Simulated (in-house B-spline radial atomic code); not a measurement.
A run on neutral europium (an excited or competing configuration) that did not converge. Method: scalar-relativistic (X2C) B97-1, spin-polarised, spherical fractional occupations, exact exchange averaged over the configuration, Fermi nucleus of rms radius 5.1115 fm; computed with an all-electron radial atomic-structure program (B-spline basis).

Command:
```bash
python run_scf.py task.json out
```
Settings (nuclear radius in fm, mass in u):
```
Z                63
configuration    [Xe] 4f6 6s2 7d1
hamiltonian      x2c
method           b97_1
spin_polarised   True
nucleus          fermi
rms_radius       5.1115
atomic_mass      152.92124
speed_of_light   137.035999084
exact_exchange   averaged over the configuration
```

First and last ten iterations of the last attempt (damped for 15 steps, keeping 80 % of the old Fock matrix, then DIIS):
```
 iter        energy (Eh)    residual
    1      -10814.479668    6.24e-01
    2      -10821.562632    8.92e-01
    3      -10832.294512    5.90e-01
    4      -10837.909175    3.54e-01
    5      -10840.701194    2.25e-01
    6      -10842.019532    1.54e-01
    7      -10842.618977    1.05e-01
    8      -10842.888388    7.00e-02
    9      -10843.011327    4.66e-02
   10      -10843.069207    3.27e-02
  111      -10843.135757    1.80e-04
  112      -10843.135756    1.72e-04
  113      -10843.135743    1.12e-04
  114      -10843.135745    1.41e-04
  115      -10843.135749    1.81e-04
  116      -10843.135752    2.26e-04
  117      -10843.135743    1.15e-04
  118      -10843.135740    1.18e-04
  119      -10843.135740    1.11e-04
  120      -10843.135737    1.17e-04
 not converged after 120 iterations
```

The smallest residual met was 5.8e-05; the threshold is about 6e-07. No energy from this run should be used. Cost of the run: 15 s on 1 thread of Arm Neoverse N1 (shared host).
